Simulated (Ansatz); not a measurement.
`F[SiH]1BO1`. Charge 0, multiplicity 1.

```xyz
6

F    -0.495   -1.845   -0.767
Si   -0.221   -0.667    0.267
B     0.757    0.881   -0.175
O    -0.580    0.882   -0.388
H    -1.039   -0.964    1.458
H     1.578    1.712   -0.395
```

(1) List the harmonic frequencies (cm⁻¹, unscaled) at PBE0-D4/def2-TZVP in Ansatz. (Best estimate.)

(2) Is this a minimum?

(3) Give the ideal-gas thermochemistry at 298.15 K and 1 bar (rigid rotor, harmonic oscillator; point group C1, symmetry number 1).

(4) And at 400, 500, 600, 800 and 1000 K?

(5) Rotational constants (cm⁻¹)?

Answers

(1) Ansatz gave: 267, 273, 550, 662, 738, 752, 845, 929, 1015, 1307, 2277, 2699.

(2) Yes, all 12 modes are real.

(3) Zero-point energy 73.7 kJ/mol; H(298) − E = 87.7 kJ/mol; entropy 285.3 J/(mol·K), of which translation 162.9, rotation 101.5, vibration 21.0; G(298) − E = 2.7 kJ/mol.

(4) 
```tsv
T (K)	H − E (kJ/mol)	S (J/mol/K)	G − E (kJ/mol)
400	95.5	307.5	-27.5
500	104.2	326.9	-59.3
600	113.7	344.2	-92.8
800	134.4	373.9	-164.8
1000	156.7	398.8	-242.1
```

(5) 0.5928, 0.1553, 0.1522.
